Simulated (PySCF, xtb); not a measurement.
C2H4GeN2, SMILES N#C/N=[CH]\[GeH3].

GFN2-xTB in xtb 6.7.1 at its own geometry gives an orbital gap of 2.16 eV and a dipole moment of 4.57 D.

Geometry optimised at PBE0-D3(BJ)/def2-SVP. The structure was generated by enumeration; whether it is a known compound was not checked.

### Question
What does CAM-B3LYP/def2-TZVP (PySCF) give? (An estimate is asked for; the answer gives what the named calculation found.)

### Answer
gap 7.91 eV (levels -9.32 and -1.41 eV), dipole 4.82 D.
